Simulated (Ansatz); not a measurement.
Geometry optimisation of Si₆W⁺.

```yaml
crystal:
  periodic: [false, false, false]
  atoms:
    - {symbol: W, position_ang: [0.555100, 0.319040, -0.661240]}
    - {symbol: Si, position_ang: [-1.230690, 0.101930, -2.310660]}
    - {symbol: Si, position_ang: [0.711020, 2.700920, -0.270000]}
    - {symbol: Si, position_ang: [1.022920, -1.247830, 2.094850]}
    - {symbol: Si, position_ang: [-1.049900, -0.653860, 1.231090]}
    - {symbol: Si, position_ang: [2.523620, -0.577330, 0.473940]}
    - {symbol: Si, position_ang: [-2.532070, -0.642870, -0.557970]}
basis:
  gaussian: {orbitals: def2-SVP}
total_charge: 1
magnetization: {spin_polarized: true, initial_magnetization: 1}
hamiltonian: {xc: pbe, dispersion: d4}
scf: {lower_state_search: "off"}
output: {orbitals: {seedname: orbitals}}
relax: {f_tol: 0.02, max_steps: 100}
```

```sh
$ ansatz run in.yaml --threads 4 --pin off --events-out ev --progress --plain --max-ram 4787MiB
```

Shortened log:

```
Functional definition: PBE
  name "PBE"
  cite "Perdew, Burke & Ernzerhof, Phys. Rev. Lett. 77, 3865 (1996) doi:10.1103/PhysRevLett.77.3865"
  parent pbe
  parameter kappa = 0.804
  parameter beta = 0.06672455060314922
  exchange = pbe_x(kappa = kappa, mu = beta*pi^2/3)
  correlation = pbe_c(beta = beta)
these checks for a lower state are left out or cut short: stability, starts, cluster_reference, orbital_swaps, neighbouring_geometries, increment
mean field -49042.78458911 eV, -1802.2890912565 hartree, gradient 1.9e-6 eV, S^2 0.761148; 0 other end points of the search recorded, 0 dependent functions left out
the calculation of the forces begins
relax step   1: F+E_penalty+E_count = -49043.47333929 eV  Δ(F+E_penalty+E_count) = +0.000e0 eV  max|allowed force component| = 1.376e0 eV/Å  Δτ_max = 0.0000 Å  (69 SCF iters, accepted)
these checks for a lower state are left out or cut short: stability, starts, cluster_reference, orbital_swaps, neighbouring_geometries, increment
mean field -49043.25839062 eV, -1802.3065031409 hartree, gradient 7.9e-6 eV, S^2 0.759250; 0 other end points of the search recorded, 0 dependent functions left out
the calculation of the forces begins
relax step   2: F+E_penalty+E_count = -49043.96638482 eV  Δ(F+E_penalty+E_count) = -4.930e-1 eV  max|allowed force component| = 7.772e-1 eV/Å  Δτ_max = 0.1948 Å  (44 SCF iters, accepted)
these checks for a lower state are left out or cut short: stability, starts, cluster_reference, orbital_swaps, neighbouring_geometries, increment
mean field -49043.45542583 eV, -1802.3137440512 hartree, gradient 2.7e-6 eV, S^2 0.758236; 0 other end points of the search recorded, 0 dependent functions left out
the calculation of the forces begins
relax step   3: F+E_penalty+E_count = -49044.17933108 eV  Δ(F+E_penalty+E_count) = -2.129e-1 eV  max|allowed force component| = 3.481e-1 eV/Å  Δτ_max = 0.1949 Å  (43 SCF iters, accepted)
these checks for a lower state are left out or cut short: stability, starts, cluster_reference, orbital_swaps, neighbouring_geometries, increment
mean field -49043.57968762 eV, -1802.3183105878 hartree, gradient 1.4e-6 eV, S^2 0.757595; 0 other end points of the search recorded, 0 dependent functions left out
the calculation of the forces begins
relax step   4: F+E_penalty+E_count = -49044.31588182 eV  Δ(F+E_penalty+E_count) = -1.366e-1 eV  max|allowed force component| = 3.924e-1 eV/Å  Δτ_max = 0.1955 Å  (42 SCF iters, accepted)
these checks for a lower state are left out or cut short: stability, starts, cluster_reference, orbital_swaps, neighbouring_geometries, increment
mean field -49043.67326975 eV, -1802.3217496676 hartree, gradient 7.1e-6 eV, S^2 0.757218; 0 other end points of the search recorded, 0 dependent functions left out
the calculation of the forces begins
relax step   5: F+E_penalty+E_count = -49044.41887125 eV  Δ(F+E_penalty+E_count) = -1.030e-1 eV  max|allowed force component| = 3.207e-1 eV/Å  Δτ_max = 0.1920 Å  (38 SCF iters, accepted)
these checks for a lower state are left out or cut short: stability, starts, cluster_reference, orbital_swaps, neighbouring_geometries, increment
mean field -49043.74248686 eV, -1802.3242933496 hartree, gradient 2.7e-6 eV, S^2 0.757027; 0 other end points of the search recorded, 0 dependent functions left out
the calculation of the forces begins
relax step   6: F+E_penalty+E_count = -49044.48094908 eV  Δ(F+E_penalty+E_count) = -6.208e-2 eV  max|allowed force component| = 1.395e-1 eV/Å  Δτ_max = 0.1952 Å  (39 SCF iters, accepted)
these checks for a lower state are left out or cut short: stability, starts, cluster_reference, orbital_swaps, neighbouring_geometries, increment
mean field -49043.72757845 eV, -1802.3237454755 hartree, gradient 2.1e-6 eV, S^2 0.756578; 0 other end points of the search recorded, 0 dependent functions left out
the calculation of the forces begins
relax step   7: F+E_penalty+E_count = -49044.46947654 eV  Δ(F+E_penalty+E_count) = +1.147e-2 eV  max|allowed force component| = 2.834e-1 eV/Å  Δτ_max = 0.1915 Å  (47 SCF iters, rejected (line search))
these checks for a lower state are left out or cut short: stability, starts, cluster_reference, orbital_swaps, neighbouring_geometries, increment
mean field -49043.75728121 eV, -1802.3248370318 hartree, gradient 1.9e-6 eV, S^2 0.756850; 0 other end points of the search recorded, 0 dependent functions left out
the calculation of the forces begins
relax step   8: F+E_penalty+E_count = -49044.49583809 eV  Δ(F+E_penalty+E_count) = -1.489e-2 eV  max|allowed force component| = 7.797e-2 eV/Å  Δτ_max = 0.0948 Å  (41 SCF iters, accepted)
[...]
the calculation of the forces begins
relax step  25: F+E_penalty+E_count = -49045.31771609 eV  Δ(F+E_penalty+E_count) = -4.829e-2 eV  max|allowed force component| = 3.541e-1 eV/Å  Δτ_max = 0.1940 Å  (41 SCF iters, accepted)
these checks for a lower state are left out or cut short: stability, starts, cluster_reference, orbital_swaps, neighbouring_geometries, increment
mean field -49044.62690010 eV, -1802.3567949364 hartree, gradient 2.7e-6 eV, S^2 0.760365; 0 other end points of the search recorded, 0 dependent functions left out
the calculation of the forces begins
relax step  26: F+E_penalty+E_count = -49045.32492906 eV  Δ(F+E_penalty+E_count) = -7.213e-3 eV  max|allowed force component| = 2.987e-1 eV/Å  Δτ_max = 0.1684 Å  (37 SCF iters, accepted)
these checks for a lower state are left out or cut short: stability, starts, cluster_reference, orbital_swaps, neighbouring_geometries, increment
mean field -49044.44697416 eV, -1802.3501827803 hartree, gradient 2.9e-6 eV, S^2 0.758744; 0 other end points of the search recorded, 0 dependent functions left out
the calculation of the forces begins
relax step  27: F+E_penalty+E_count = -49045.14700713 eV  Δ(F+E_penalty+E_count) = +1.779e-1 eV  max|allowed force component| = 1.163e0 eV/Å  Δτ_max = 0.1690 Å  (40 SCF iters, rejected (line search))
these checks for a lower state are left out or cut short: stability, starts, cluster_reference, orbital_swaps, neighbouring_geometries, increment
mean field -49044.60124820 eV, -1802.3558522465 hartree, gradient 5.5e-6 eV, S^2 0.758634; 0 other end points of the search recorded, 0 dependent functions left out
the calculation of the forces begins
relax step  28: F+E_penalty+E_count = -49045.29661928 eV  Δ(F+E_penalty+E_count) = +2.831e-2 eV  max|allowed force component| = 4.956e-1 eV/Å  Δτ_max = 0.0838 Å  (36 SCF iters, rejected (line search))
these checks for a lower state are left out or cut short: stability, starts, cluster_reference, orbital_swaps, neighbouring_geometries, increment
mean field -49044.64549488 eV, -1802.3574782822 hartree, gradient 1.5e-6 eV, S^2 0.760268; 0 other end points of the search recorded, 0 dependent functions left out
the calculation of the forces begins
relax step  29: F+E_penalty+E_count = -49045.34238152 eV  Δ(F+E_penalty+E_count) = -1.745e-2 eV  max|allowed force component| = 4.174e-2 eV/Å  Δτ_max = 0.0407 Å  (34 SCF iters, accepted)
these checks for a lower state are left out or cut short: stability, starts, cluster_reference, orbital_swaps, neighbouring_geometries, increment
mean field -49044.64740219 eV, -1802.3575483743 hartree, gradient 8.4e-6 eV, S^2 0.760486; 0 other end points of the search recorded, 0 dependent functions left out
the calculation of the forces begins
relax step  30: F+E_penalty+E_count = -49045.34386376 eV  Δ(F+E_penalty+E_count) = -1.482e-3 eV  max|allowed force component| = 3.144e-2 eV/Å  Δτ_max = 0.0489 Å  (29 SCF iters, accepted)
these checks for a lower state are left out or cut short: stability, starts, cluster_reference, orbital_swaps, neighbouring_geometries, increment
mean field -49044.64804717 eV, -1802.3575720770 hartree, gradient 2.0e-6 eV, S^2 0.760827; 0 other end points of the search recorded, 0 dependent functions left out
the calculation of the forces begins
relax step  31: F+E_penalty+E_count = -49045.34419662 eV  Δ(F+E_penalty+E_count) = -3.329e-4 eV  max|allowed force component| = 3.377e-3 eV/Å  Δτ_max = 0.0146 Å  (32 SCF iters, accepted)
Total energy: -49045.34423634 eV, -1802.3831565572 hartree
Atom 0 at     0.333276     0.360161    -1.049610 Å, force    -0.000444     0.001268    -0.000653 eV/Å
Atom 1 at    -1.351490     0.119654    -2.777022 Å, force     0.000452    -0.000075    -0.000724 eV/Å
Atom 2 at     0.566849     1.817822     0.871181 Å, force     0.000154    -0.001998     0.000951 eV/Å
Atom 3 at     1.352775    -0.007404     2.338265 Å, force    -0.000546     0.000428     0.001645 eV/Å
Atom 4 at    -0.605984    -0.488504     1.095649 Å, force     0.001551     0.003377     0.000037 eV/Å
Atom 5 at     1.729586    -1.177547     0.198011 Å, force     0.000119    -0.001043    -0.001434 eV/Å
Atom 6 at    -2.025011    -0.624182    -0.676464 Å, force    -0.001285    -0.001957     0.000178 eV/Å
Dipole moment:     0.042151    -0.018728     0.153538 e Å
Checks for a lower state left out: stability, starts, cluster_reference, orbital_swaps, neighbouring_geometries, increment
```

Hardware: 4 threads of Arm Neoverse V2 on a shared host. Wall time 1.9 min.

In the def2 sets W takes a core potential; there is no spin–orbit coupling. Another isomer (doublet) lies 1.45 eV lower at PBE0-D4/def2-TZVP; other spin states weren't run for this one.
